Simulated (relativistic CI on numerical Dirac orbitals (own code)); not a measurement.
## Crystal-field levels of Pd+, 4d9

Calculated by Dirac-Coulomb-Breit CI, KLI orbitals optimised for each configuration, model QED (radiative potential, 1s self-energy scaled to tabulated hydrogen-like ionisation energies), valence Slater integrals scaled by 0.7, one configuration in a parametric crystal field (own radial code).

Field parameters in Wybourne normalisation: Oh B⁴₀ = 21Dq, B⁴₄ = √(5/14) B⁴₀. The field is a parameter set, without covalency.

S is read from ⟨S²⟩ = S(S + 1).

Site symmetry Oh; labels are those of the double group. Computed levels in cm⁻¹ above the lowest, in rising order:

```tsv
Δ (size of 10Dq)	Lowest	No. 2	No. 3
3450	Γ8	2689 Γ7	5237 Γ8
6200	Γ8	5240 Γ7	7589 Γ8
8950	Γ8	7892 Γ7	10144 Γ8
11700	Γ8	10585 Γ7	12780 Γ8
14450	Γ8	13298 Γ7	15456 Γ8
17200	Γ8	16022 Γ7	18154 Γ8
19950	Γ8	18753 Γ7	20865 Γ8
22750	Γ8	21538 Γ7	23635 Γ8
25500	Γ8	24276 Γ7	26362 Γ8
28250	Γ8	27017 Γ7	29093 Γ8
31000	Γ8	29759 Γ7	31827 Γ8
33750	Γ8	32502 Γ7	34564 Γ8
```

Ground-state S against |10Dq| in cm⁻¹: 3450: 0.50, 6200: 0.50, 8950: 0.50, 11700: 0.50, 14450: 0.50, 17200: 0.50, 19950: 0.50, 22750: 0.50, 25500: 0.50, 28250: 0.50, 31000: 0.50, 33750: 0.50.

No abrupt spin change occurs in this range.
